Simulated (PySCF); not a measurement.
Species: C9H9 (charge +1).
Atom-mapped SMILES: `[CH2:1]=[CH:2][c:3]1[cH:4][cH:5][cH:6][cH:7][cH+:8][cH:9]1` (hydrogens: H10, H11 on C1; H12 on C2; H13 on C4; H14 on C5; H15 on C6; H16 on C7; H17 on C8; H18 on C9)
Bond orders are those of one Lewis drawing.

Computed by this run: PySCF 2.14.0, B3LYP/def2-SV(P) geometry optimisation, gas phase; density fitting, grid level 1; the optimiser is geomeTRIC in internal coordinates, started from a GFN2-xTB structure.

Step 0: E = -9464.2618 eV
```
atom  x, y, z in Å  |  force x, y, z in eV/Å
C1     -2.9155    0.8219    0.7283   -0.081   0.067   0.042
C2     -2.1909   -0.1034    0.0952    0.078  -0.151  -0.121
C3     -0.7444   -0.1054   -0.0442   -0.044   0.007  -0.008
C4     -0.1535   -1.3589   -0.2978   -0.076   0.057  -0.027
C5      1.1762   -1.7055   -0.4241    0.102  -0.008  -0.016
C6      2.3128   -0.8965   -0.3386    0.035  -0.039  -0.003
C7      2.3700    0.4714   -0.1536    0.042   0.028  -0.009
C8      1.3064    1.3666   -0.0060    0.067   0.018   0.029
C9     -0.0494    1.1151    0.0466   -0.023  -0.032   0.031
H10    -3.9853    0.7245    0.8016   -0.705  -0.098   0.030
H11    -2.4875    1.6759    1.2274    0.300   0.563   0.281
H12    -2.6962   -0.9672   -0.3162   -0.280  -0.402  -0.165
H13    -0.8555   -2.1798   -0.3952   -0.234  -0.323  -0.033
H14     1.3688   -2.7558   -0.6073    0.065  -0.442  -0.061
H15     3.2624   -1.4069   -0.4433    0.400  -0.203  -0.047
H16     3.3592    0.9119   -0.1330    0.420   0.174  -0.006
H17     1.5905    2.4083    0.0863    0.098   0.429   0.053
H18    -0.6770    1.9902    0.1622   -0.162   0.354   0.029
```

**Question.** Estimate the geometry and energy of step 1. (The exact step hangs on the optimiser's Hessian estimate; all steps are aligned on step 0, rigid shifts and turns removed.)

**Answer.** E = -9464.3336 eV, largest force 0.090 eV/Å
```
atom  x, y, z in Å  |  force x, y, z in eV/Å
C1     -2.9614    0.8394    0.7044   -0.042   0.070   0.039
C2     -2.2149   -0.1119    0.1108   -0.050  -0.058  -0.017
C3     -0.7554   -0.1061   -0.0319    0.050  -0.007  -0.001
C4     -0.1511   -1.3628   -0.2952   -0.055  -0.050   0.006
C5      1.1893   -1.7112   -0.4304    0.019  -0.069  -0.016
C6      2.3382   -0.9018   -0.3647    0.057  -0.026  -0.007
C7      2.3983    0.4736   -0.1692    0.059   0.021   0.005
C8      1.3258    1.3652    0.0194    0.024   0.066   0.000
C9     -0.0407    1.1140    0.0783   -0.060   0.056   0.001
H10    -4.0493    0.7221    0.7795    0.042   0.000  -0.005
H11    -2.5377    1.7418    1.1634   -0.026  -0.021  -0.034
H12    -2.7218   -1.0093   -0.2643    0.021   0.018   0.016
H13    -0.8523   -2.2003   -0.3888    0.013   0.019  -0.001
H14     1.3772   -2.7768   -0.6089   -0.009   0.029  -0.002
H15     3.2966   -1.4181   -0.4917   -0.024   0.008  -0.003
H16     3.3985    0.9221   -0.1680   -0.023  -0.009   0.002
H17     1.6094    2.4183    0.1339   -0.009  -0.029   0.003
H18    -0.6576    2.0082    0.2117    0.012  -0.019   0.014
```

The energy changes by -0.0717 eV. The first-order estimate −F·Δx gives -0.1382 eV and the mean of the old and new forces, exact on a quadratic surface, -0.0710 eV. The step makes an angle of 65° with the force vector and moves no atom by more than 0.105 Å.

What follows is the cost of the whole optimisation. The run took 63 s wall on an Arm Neoverse V2 with one thread, no GPU, on a shared host, and the process peaked at 0.61 GiB of memory.
